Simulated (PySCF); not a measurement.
A GIAO shielding run with PySCF (density fitting, non-relativistic, gas phase) on SMILES CC1=C[Si@](C)(O[SiH3])CC1, C₆H₁₄OSi₂:

```
$ OMP_NUM_THREADS=1 python probes_run.py task.json out

{"job": {"kind": "nmr", "xc": "PBE0", "basis": "pcSseg-1"}, "charge": 0, "multiplicity": 1}
C     -3.159782    -0.640877    -0.877268
C     -1.820018    -0.293769    -0.312831
C     -0.766760     0.106825    -1.022909
Si     0.713301     0.438977     0.076453
C      1.295441     2.243531     0.207119
O      2.007744    -0.476370    -0.305091
Si     3.444937    -1.065997    -0.744915
C     -0.194620    -0.272348     1.595006
C     -1.669435    -0.379441     1.183124
H     -3.179970    -0.494416    -1.954135
H     -3.933210    -0.021717    -0.422455
H     -3.400358    -1.681545    -0.659192
H     -0.825593     0.209230    -2.094804
H      0.489461     2.909628     0.495911
H      2.091432     2.340362     0.939082
H      1.687054     2.586872    -0.745367
H      4.391680    -0.753894     0.326212
H      3.251067    -2.505495    -0.904083
H      3.831843    -0.419146    -1.998818
H      0.194935    -1.262630     1.826254
H     -0.095541     0.322630     2.499797
H     -2.239891     0.442902     1.625913
H     -2.118468    -1.306327     1.550015
```

Hardware: 1 thread of an Intel Xeon, shared host. The job also computes population analyses, field gradients, ring-centre shieldings.

(1) How large is the calculation?

(2) How long does it take, and how much memory does it need?

## Answers

(1) 86 electrons, 237 basis functions and 1273 auxiliary functions.

(2) 3.4 min of wall time, with 13 SCF cycles and 4 response iterations; peak memory 1.1 GiB. Times on a shared host scatter by some tens of per cent.
